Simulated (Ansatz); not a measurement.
Born–Oppenheimer molecular dynamics of C4H12Cl2N2Si (21 atoms, charge 0, multiplicity 1). It starts from a relaxed structure.

Level of theory: RKS PBE-D4/STO-3G (Ansatz 0.2.0).

```
ensemble        : NVT, Langevin thermostat
time step       : 0.5 fs
steps asked     : 150
set temperature : 700 K
friction        : 0.01 /fs
seed            : 501964
```

First frame:

```xyz
21
Properties=species:S:1:pos:R:3
Si -0.119 0.114 0.134
N 0.285 0.469 1.798
C -0.880 0.511 2.748
H -1.736 1.009 2.248
H -1.204 -0.502 3.087
H -0.595 1.100 3.647
C 1.475 -0.211 2.409
H 1.260 -1.257 2.737
H 2.299 -0.231 1.666
H 1.806 0.367 3.299
Cl 1.735 0.121 -0.924
N -1.297 1.310 -0.354
C -2.050 1.101 -1.636
H -2.325 0.030 -1.721
H -2.978 1.711 -1.615
H -1.463 1.395 -2.539
C -0.871 2.743 -0.185
H -0.230 3.108 -1.023
H -1.774 3.388 -0.137
H -0.306 2.841 0.765
Cl -1.037 -1.779 -0.235
```

(1) How far do the bonds stretch over the last three quarters of this one trajectory? (Pairs bonded in most of those frames.)

## Answers

(1) 
```csv
bond,mean (Å),spread (Å),shortest,longest
Si1–N2,1.729,0.044,1.65,1.81
Si1–Cl11,2.134,0.031,2.07,2.21
Si1–N12,1.736,0.034,1.67,1.79
Si1–Cl21,2.155,0.039,2.11,2.23
N2–C3,1.501,0.024,1.46,1.55
N2–C7,1.492,0.029,1.44,1.55
C3–H4,1.116,0.029,1.07,1.16
C3–H5,1.113,0.018,1.08,1.15
C3–H6,1.118,0.033,1.06,1.18
C7–H8,1.122,0.017,1.09,1.17
C7–H9,1.117,0.040,1.06,1.19
C7–H10,1.121,0.042,1.05,1.19
N12–C13,1.501,0.026,1.46,1.54
N12–C17,1.507,0.041,1.45,1.59
C13–H14,1.117,0.008,1.10,1.14
C13–H15,1.119,0.011,1.10,1.14
C13–H16,1.114,0.022,1.07,1.16
C17–H18,1.120,0.016,1.09,1.16
C17–H19,1.116,0.018,1.08,1.16
C17–H20,1.118,0.029,1.06,1.19
```

Mean temperature of the second half: 440 K. The mean temperature of the second half is 37 % below the set value. A run of 0.075 ps of so small a system gives no equilibrium averages. Limits of this set-up: minimal basis.

Time of the run: 11 min on 1 thread of Intel(R) Xeon(R) Platinum 8559C (Emerald Rapids) (shared host), peak memory 0.16 GiB.
